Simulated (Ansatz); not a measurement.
Z-matrix (Å, degrees):
```
N
Al 1 1.760
H 1 1.005 2 126.0
H 1 1.006 2 123.5 3 -180.0
O 2 1.695 1 123.6 3 0.0
O 2 1.692 1 117.6 3 -180.0
H 5 0.954 2 124.8 1 0.0
H 6 0.955 2 122.2 1 -180.0
```

Total charge 0; spin multiplicity 1.

(1) List the ωB97M-V/def2-TZVPP orbital energies in eV (Ansatz). (An estimate is asked.)

## Answers

(1) The calculation gave: Occupied: -1531.40, -525.42, -525.30, -393.62, -116.05, -75.70, -75.57, -75.54, -29.86, -29.58, -25.65, -16.75, -16.12, -15.59, -13.88, -12.00, -11.95, -11.93, -11.30, -9.76. Lowest empty: 1.35, 2.73, 2.75, 3.04, 3.99, 4.43, 5.09, 5.69.
